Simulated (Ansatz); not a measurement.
Level of theory: Ansatz (a program for electronic structure) with PBE0-D4/def2-SVP. No frequencies were computed at this level.

Ansatz 0.2 input:
```yaml
crystal:
  periodic: [false, false, false]
  atoms:
    - { symbol: S, position_ang: [-3.739033, 1.719961, 1.229372] }
    - { symbol: C, position_ang: [-2.708591, 0.468589, 0.494157] }
    - { symbol: C, position_ang: [-3.360695, -0.648508, 0.023962] }
    - { symbol: C, position_ang: [-2.634701, -1.67955, -0.561874] }
    - { symbol: C, position_ang: [-1.266726, -1.600872, -0.646333] }
    - { symbol: C, position_ang: [-0.570205, -0.472756, -0.185462] }
    - { symbol: C, position_ang: [-1.308844, 0.606901, 0.364808] }
    - { symbol: C, position_ang: [-0.625147, 1.797234, 0.740121] }
    - { symbol: C, position_ang: [0.71723, 1.906582, 0.620709] }
    - { symbol: C, position_ang: [1.503494, 0.825836, 0.137024] }
    - { symbol: C, position_ang: [2.900614, 0.941899, 0.054084] }
    - { symbol: C, position_ang: [3.666299, -0.095842, -0.408917] }
    - { symbol: C, position_ang: [3.048273, -1.283917, -0.801093] }
    - { symbol: C, position_ang: [1.68331, -1.41633, -0.733598] }
    - { symbol: C, position_ang: [0.86812, -0.370678, -0.269076] }
    - { symbol: H, position_ang: [-2.87385, 2.119838, 2.15949] }
    - { symbol: H, position_ang: [-4.433609, -0.718044, 0.119292] }
    - { symbol: H, position_ang: [-3.153676, -2.549941, -0.934214] }
    - { symbol: H, position_ang: [-0.729411, -2.423477, -1.088796] }
    - { symbol: H, position_ang: [-1.198621, 2.641184, 1.094508] }
    - { symbol: H, position_ang: [1.21966, 2.823647, 0.893443] }
    - { symbol: H, position_ang: [3.362165, 1.867913, 0.36664] }
    - { symbol: H, position_ang: [4.740427, -0.001569, -0.469213] }
    - { symbol: H, position_ang: [3.650203, -2.106086, -1.159628] }
    - { symbol: H, position_ang: [1.243313, -2.352013, -1.039404] }
basis:
  gaussian: { orbitals: def2-svp }
hamiltonian:
  xc: pbe0
  dispersion: d4
relax:
  max_steps: 150
```

Output:

```
Functional definition: PBE0
3074 factors; integrals over basis functions are off by at most 5.9e-4 eV
mean field evaluation 1: about -25469.4726 eV, gradient 6.6e1 eV
mean field evaluation 2: about -25468.2224 eV, gradient 7.1e1 eV
mean field evaluation 4: about -25481.7354 eV, gradient 6.7e0 eV
mean field evaluation 8: about -25481.9750 eV, gradient 7.2e-1 eV
mean field evaluation 16: about -25481.9763 eV, gradient 3.9e-4 eV
mean field -25481.97634031 eV, -936.4453582026 hartree, gradient 7.0e-5 eV, S^2 0.000000; 0 other end points of the search recorded, 0 dependent functions left out
reference -25481.97637499 eV, -936.4453594770 hartree; 55, 55 occupied and 209, 209 virtual orbitals, 3074 factors
relax step   1: F+E_penalty+E_count = -25482.86939186 eV  Δ(F+E_penalty+E_count) = +0.000e0 eV  max|allowed force component| = 4.796e-1 eV/Å  Δτ_max = 0.0000 Å  (32 SCF iters, accepted)
these checks for a lower state are left out or cut short: starts, cluster_reference, orbital_swaps, neighbouring_geometries, increment
3074 factors; integrals over basis functions are off by at most 6.7e-4 eV
mean field -25482.04974175 eV, -936.4480556555 hartree, gradient 1.2e-5 eV, S^2 0.000000; 0 other end points of the search recorded, 0 dependent functions left out
reference -25482.04977691 eV, -936.4480569478 hartree; 55, 55 occupied and 209, 209 virtual orbitals, 3074 factors
relax step   2: F+E_penalty+E_count = -25482.93772048 eV  Δ(F+E_penalty+E_count) = -6.833e-2 eV  max|allowed force component| = 2.126e-1 eV/Å  Δτ_max = 0.1486 Å  (33 SCF iters, accepted)
these checks for a lower state are left out or cut short: starts, cluster_reference, orbital_swaps, neighbouring_geometries, increment
3074 factors; integrals over basis functions are off by at most 6.7e-4 eV
mean field evaluation 32: about -25482.0589 eV, gradient 5.6e-4 eV
mean field -25482.05886006 eV, -936.4483907474 hartree, gradient 2.3e-5 eV, S^2 0.000000; 0 other end points of the search recorded, 0 dependent functions left out
reference -25482.05889538 eV, -936.4483920452 hartree; 55, 55 occupied and 209, 209 virtual orbitals, 3074 factors
relax step   3: F+E_penalty+E_count = -25482.94495003 eV  Δ(F+E_penalty+E_count) = -7.230e-3 eV  max|allowed force component| = 1.772e-1 eV/Å  Δτ_max = 0.0742 Å  (33 SCF iters, accepted)
these checks for a lower state are left out or cut short: starts, cluster_reference, orbital_swaps, neighbouring_geometries, increment
3074 factors; integrals over basis functions are off by at most 6.7e-4 eV
mean field -25482.05818356 eV, -936.4483658865 hartree, gradient 2.0e-5 eV, S^2 0.000000; 0 other end points of the search recorded, 0 dependent functions left out
reference -25482.05821885 eV, -936.4483671835 hartree; 55, 55 occupied and 209, 209 virtual orbitals, 3074 factors
relax step   4: F+E_penalty+E_count = -25482.94494452 eV  Δ(F+E_penalty+E_count) = +5.504e-6 eV  max|allowed force component| = 1.710e-1 eV/Å  Δτ_max = 0.0621 Å  (33 SCF iters, rejected (line search))
these checks for a lower state are left out or cut short: starts, cluster_reference, orbital_swaps, neighbouring_geometries, increment
3074 factors; integrals over basis functions are off by at most 6.7e-4 eV
mean field -25482.05999833 eV, -936.4484325782 hartree, gradient 1.6e-5 eV, S^2 0.000000; 0 other end points of the search recorded, 0 dependent functions left out
reference -25482.06003369 eV, -936.4484338774 hartree; 55, 55 occupied and 209, 209 virtual orbitals, 3074 factors
relax step   5: F+E_penalty+E_count = -25482.94623075 eV  Δ(F+E_penalty+E_count) = -1.281e-3 eV  max|allowed force component| = 1.167e-1 eV/Å  Δτ_max = 0.0310 Å  (33 SCF iters, accepted)
these checks for a lower state are left out or cut short: starts, cluster_reference, orbital_swaps, neighbouring_geometries, increment
3074 factors; integrals over basis functions are off by at most 6.7e-4 eV
mean field -25482.06178006 eV, -936.4484980553 hartree, gradient 1.9e-5 eV, S^2 0.000000; 0 other end points of the search recorded, 0 dependent functions left out
reference -25482.06181542 eV, -936.4484993547 hartree; 55, 55 occupied and 209, 209 virtual orbitals, 3074 factors
relax step   6: F+E_penalty+E_count = -25482.94806752 eV  Δ(F+E_penalty+E_count) = -1.837e-3 eV  max|allowed force component| = 3.183e-2 eV/Å  Δτ_max = 0.0486 Å  (33 SCF iters, accepted)
these checks for a lower state are left out or cut short: starts, cluster_reference, orbital_swaps, neighbouring_geometries, increment
3074 factors; integrals over basis functions are off by at most 6.7e-4 eV
mean field -25482.06190667 eV, -936.4485027083 hartree, gradient 1.3e-5 eV, S^2 0.000000; 0 other end points of the search recorded, 0 dependent functions left out
reference -25482.06194203 eV, -936.4485040078 hartree; 55, 55 occupied and 209, 209 virtual orbitals, 3074 factors
relax step   7: F+E_penalty+E_count = -25482.94828852 eV  Δ(F+E_penalty+E_count) = -2.210e-4 eV  max|allowed force component| = 3.010e-2 eV/Å  Δτ_max = 0.0151 Å  (28 SCF iters, accepted)
these checks for a lower state are left out or cut short: starts, cluster_reference, orbital_swaps, neighbouring_geometries, increment
3074 factors; integrals over basis functions are off by at most 6.7e-4 eV
mean field evaluation 64: about -25482.0621 eV, gradient 9.7e-4 eV
mean field -25482.06209477 eV, -936.4485096208 hartree, gradient 1.8e-5 eV, S^2 0.000000; 0 other end points of the search recorded, 0 dependent functions left out
reference -25482.06213015 eV, -936.4485109209 hartree; 55, 55 occupied and 209, 209 virtual orbitals, 3074 factors
relax step   8: F+E_penalty+E_count = -25482.94838802 eV  Δ(F+E_penalty+E_count) = -9.951e-5 eV  max|allowed force component| = 3.963e-3 eV/Å  Δτ_max = 0.0113 Å  (27 SCF iters, accepted)
3074 factors; integrals over basis functions are off by at most 6.7e-4 eV
mean field -25482.06209477 eV, -936.4485096208 hartree, gradient 1.8e-5 eV, S^2 0.000000; 1 other end points of the search recorded, 0 dependent functions left out
reference -25482.06213015 eV, -936.4485109209 hartree; 55, 55 occupied and 209, 209 virtual orbitals, 3074 factors
Total energy: -25482.94842340 eV, -936.4810815973 hartree
Atom 0 at    -3.735291     1.821835     1.114367 Å, force    -0.001210    -0.001382    -0.003963 eV/Å
Atom 1 at    -2.721672     0.508486     0.469097 Å, force     0.002079     0.002697     0.003215 eV/Å
Atom 2 at    -3.369747    -0.634102     0.032918 Å, force    -0.001399     0.002418    -0.001210 eV/Å
Atom 3 at    -2.638144    -1.687670    -0.533703 Å, force    -0.001010    -0.000688    -0.000321 eV/Å
Atom 4 at    -1.264843    -1.608492    -0.629401 Å, force    -0.000401    -0.001125    -0.000136 eV/Å
Atom 5 at    -0.566081    -0.463275    -0.191754 Å, force     0.002349     0.002067     0.000437 eV/Å
Atom 6 at    -1.308577     0.630706     0.339608 Å, force    -0.002231    -0.003167    -0.001170 eV/Å
Atom 7 at    -0.617166     1.824200     0.722391 Å, force    -0.000535     0.001665    -0.001005 eV/Å
Atom 8 at     0.735330     1.919782     0.625588 Å, force    -0.000854    -0.001544    -0.001136 eV/Å
Atom 9 at     1.524901     0.831499     0.139513 Å, force    -0.000365    -0.000362     0.001526 eV/Å
Atom 10 at     2.931186     0.936438     0.060086 Å, force    -0.000939    -0.000854    -0.000573 eV/Å
Atom 11 at     3.695041    -0.108534    -0.414394 Å, force    -0.000125    -0.000194     0.000085 eV/Å
Atom 12 at     3.065311    -1.295988    -0.825518 Å, force    -0.000107     0.000524     0.000023 eV/Å
Atom 13 at     1.691482    -1.418087    -0.758102 Å, force     0.000116     0.000735     0.000106 eV/Å
Atom 14 at     0.881454    -0.365653    -0.277535 Å, force     0.000707    -0.000494     0.000088 eV/Å
Atom 15 at    -3.095804     1.968977     2.296458 Å, force     0.000562    -0.000507     0.001800 eV/Å
Atom 16 at    -4.452735    -0.711668     0.147989 Å, force    -0.000497    -0.000534     0.000614 eV/Å
Atom 17 at    -3.159823    -2.582440    -0.880635 Å, force     0.000059     0.000060     0.000403 eV/Å
Atom 18 at    -0.717824    -2.449568    -1.055277 Å, force     0.000778    -0.000849     0.000660 eV/Å
Atom 19 at    -1.206558     2.672661     1.072953 Å, force     0.002449    -0.000258     0.001141 eV/Å
Atom 20 at     1.243773     2.843494     0.913483 Å, force    -0.000456     0.001314     0.000404 eV/Å
Atom 21 at     3.405084     1.866738     0.383942 Å, force     0.000969     0.000264     0.000240 eV/Å
Atom 22 at     4.782131    -0.016591    -0.470497 Å, force    -0.000410     0.000176    -0.000058 eV/Å
Atom 23 at     3.664439    -2.129139    -1.200282 Å, force     0.000090     0.000181    -0.000447 eV/Å
Atom 24 at     1.234129    -2.353608    -1.081290 Å, force     0.000380    -0.000140    -0.000724 eV/Å
Dipole moment:     0.263479    -0.165097     0.061934 e Å
```

Cost: around 5 core-minutes (rough).
